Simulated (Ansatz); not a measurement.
Ansatz (a quantum-chemistry and plane-wave program) input (B3LYP-D3(BJ)/def2-TZVP):

Ansatz 0.2 input:
```yaml
crystal:
  periodic: [false, false, false]
  atoms:
    - {symbol: In, position_ang: [-0.00000000, -0.00000000, -0.30051582]}
    - {symbol: F, position_ang: [0.00000000, 0.00000000, 1.63614168]}
basis:
  gaussian:
    orbitals: def2-TZVP
hamiltonian:
  xc: b3lyp
  dispersion: d3bj
total_charge: 1
magnetization: {spin_polarized: true, initial_magnetization: 1}
phonons: {temperatures: {t_min: 298.15, t_max: 298.15, t_step: 100}}
```

Output:

```
Functional definition: B3LYP
integrals: 0.02 GiB planned
621 factors; their error is unknown
mean field: 0.24 GiB planned
mean field evaluation 1: about -7863.7316 eV, gradient 8.5e1 eV
mean field evaluation 2: about -7562.2032 eV, gradient 1.7e2 eV
mean field evaluation 4: about -7883.9742 eV, gradient 2.1e1 eV
mean field evaluation 8: about -7885.4662 eV, gradient 3.3e-1 eV
mean field evaluation 16: about -7885.5175 eV, gradient 1.3e-5 eV
mean field -7885.51752721 eV, -289.7874241294 hartree, gradient 1.3e-5 eV, S^2 0.755477; 0 other end points of the search recorded, 0 dependent functions left out
the calculation of the forces begins
reference -7885.51770029 eV, -289.7874304897 hartree; 15, 14 occupied and 66, 67 virtual orbitals, 621 factors
these checks for a lower state are left out or cut short: stability, starts, cluster_reference, orbital_swaps, neighbouring_geometries, increment
integrals: 0.02 GiB planned
621 factors; their error is unknown
mean field: 0.24 GiB planned
mean field -7885.51752721 eV, -289.7874241293 hartree, gradient 9.7e-7 eV, S^2 0.755477; 0 other end points of the search recorded, 0 dependent functions left out
the calculation of the forces begins
reference -7885.51770028 eV, -289.7874304896 hartree; 15, 14 occupied and 66, 67 virtual orbitals, 621 factors
these checks for a lower state are left out or cut short: stability, starts, cluster_reference, orbital_swaps, neighbouring_geometries, increment
integrals: 0.02 GiB planned
621 factors; their error is unknown
mean field: 0.24 GiB planned
mean field evaluation 32: about -7885.5175 eV, gradient 9.7e-7 eV
mean field -7885.51752721 eV, -289.7874241293 hartree, gradient 9.7e-7 eV, S^2 0.755477; 0 other end points of the search recorded, 0 dependent functions left out
the calculation of the forces begins
reference -7885.51770028 eV, -289.7874304896 hartree; 15, 14 occupied and 66, 67 virtual orbitals, 621 factors
these checks for a lower state are left out or cut short: stability, starts, cluster_reference, orbital_swaps, neighbouring_geometries, increment
integrals: 0.02 GiB planned
621 factors; their error is unknown
mean field: 0.24 GiB planned
mean field -7885.51752721 eV, -289.7874241293 hartree, gradient 9.7e-7 eV, S^2 0.755477; 0 other end points of the search recorded, 0 dependent functions left out
the calculation of the forces begins
reference -7885.51770028 eV, -289.7874304896 hartree; 15, 14 occupied and 66, 67 virtual orbitals, 621 factors
these checks for a lower state are left out or cut short: stability, starts, cluster_reference, orbital_swaps, neighbouring_geometries, increment
integrals: 0.02 GiB planned
621 factors; their error is unknown
mean field: 0.24 GiB planned
mean field -7885.51752721 eV, -289.7874241293 hartree, gradient 9.7e-7 eV, S^2 0.755477; 0 other end points of the search recorded, 0 dependent functions left out
the calculation of the forces begins
reference -7885.51770028 eV, -289.7874304896 hartree; 15, 14 occupied and 66, 67 virtual orbitals, 621 factors
these checks for a lower state are left out or cut short: stability, starts, cluster_reference, orbital_swaps, neighbouring_geometries, increment
integrals: 0.02 GiB planned
621 factors; their error is unknown
mean field: 0.24 GiB planned
mean field -7885.51747678 eV, -289.7874222760 hartree, gradient 1.2e-6 eV, S^2 0.755421; 0 other end points of the search recorded, 0 dependent functions left out
the calculation of the forces begins
reference -7885.51764987 eV, -289.7874286369 hartree; 15, 14 occupied and 66, 67 virtual orbitals, 621 factors
these checks for a lower state are left out or cut short: stability, starts, cluster_reference, orbital_swaps, neighbouring_geometries, increment
integrals: 0.02 GiB planned
621 factors; their error is unknown
mean field: 0.24 GiB planned
mean field -7885.51747017 eV, -289.7874220329 hartree, gradient 1.2e-6 eV, S^2 0.755534; 0 other end points of the search recorded, 0 dependent functions left out
the calculation of the forces begins
reference -7885.51764322 eV, -289.7874283925 hartree; 15, 14 occupied and 66, 67 virtual orbitals, 621 factors
these checks for a lower state are left out or cut short: stability, starts, cluster_reference, orbital_swaps, neighbouring_geometries, increment
integrals: 0.02 GiB planned
621 factors; their error is unknown
mean field: 0.24 GiB planned
mean field evaluation 64: about -7885.5175 eV, gradient 5.0e-2 eV
mean field -7885.51752721 eV, -289.7874241293 hartree, gradient 9.7e-7 eV, S^2 0.755477; 0 other end points of the search recorded, 0 dependent functions left out
the calculation of the forces begins
reference -7885.51770028 eV, -289.7874304896 hartree; 15, 14 occupied and 66, 67 virtual orbitals, 621 factors
these checks for a lower state are left out or cut short: stability, starts, cluster_reference, orbital_swaps, neighbouring_geometries, increment
integrals: 0.02 GiB planned
621 factors; their error is unknown
mean field: 0.24 GiB planned
mean field -7885.51752721 eV, -289.7874241293 hartree, gradient 9.7e-7 eV, S^2 0.755477; 0 other end points of the search recorded, 0 dependent functions left out
the calculation of the forces begins
reference -7885.51770028 eV, -289.7874304896 hartree; 15, 14 occupied and 66, 67 virtual orbitals, 621 factors
these checks for a lower state are left out or cut short: stability, starts, cluster_reference, orbital_swaps, neighbouring_geometries, increment
integrals: 0.02 GiB planned
621 factors; their error is unknown
mean field: 0.24 GiB planned
mean field -7885.51752721 eV, -289.7874241293 hartree, gradient 9.7e-7 eV, S^2 0.755477; 0 other end points of the search recorded, 0 dependent functions left out
the calculation of the forces begins
reference -7885.51770028 eV, -289.7874304896 hartree; 15, 14 occupied and 66, 67 virtual orbitals, 621 factors
these checks for a lower state are left out or cut short: stability, starts, cluster_reference, orbital_swaps, neighbouring_geometries, increment
integrals: 0.02 GiB planned
621 factors; their error is unknown
mean field: 0.24 GiB planned
mean field -7885.51752721 eV, -289.7874241293 hartree, gradient 9.7e-7 eV, S^2 0.755477; 0 other end points of the search recorded, 0 dependent functions left out
the calculation of the forces begins
reference -7885.51770028 eV, -289.7874304896 hartree; 15, 14 occupied and 66, 67 virtual orbitals, 621 factors
these checks for a lower state are left out or cut short: stability, starts, cluster_reference, orbital_swaps, neighbouring_geometries, increment
integrals: 0.02 GiB planned
621 factors; their error is unknown
mean field: 0.24 GiB planned
mean field evaluation 96: about -7885.5175 eV, gradient 1.2e-6 eV
mean field -7885.51747017 eV, -289.7874220329 hartree, gradient 1.2e-6 eV, S^2 0.755534; 0 other end points of the search recorded, 0 dependent functions left out
the calculation of the forces begins
reference -7885.51764322 eV, -289.7874283925 hartree; 15, 14 occupied and 66, 67 virtual orbitals, 621 factors
these checks for a lower state are left out or cut short: stability, starts, cluster_reference, orbital_swaps, neighbouring_geometries, increment
integrals: 0.02 GiB planned
621 factors; their error is unknown
mean field: 0.24 GiB planned
mean field -7885.51747678 eV, -289.7874222760 hartree, gradient 1.2e-6 eV, S^2 0.755421; 0 other end points of the search recorded, 0 dependent functions left out
the calculation of the forces begins
reference -7885.51764987 eV, -289.7874286369 hartree; 15, 14 occupied and 66, 67 virtual orbitals, 621 factors
Total energy: -7885.54699349 eV, -289.7885069950 hartree
Atom 0 at    -0.000000    -0.000000    -0.300516 Å, force    -0.000000    -0.000000     0.002164 eV/Å
Atom 1 at     0.000000     0.000000     1.636142 Å, force     0.000000     0.000000    -0.002164 eV/Å
Dipole moment:    -0.000000    -0.000000    -0.776037 e Å
Vibrations: 535.61 cm⁻¹, zero-point energy 0.033204 eV
```
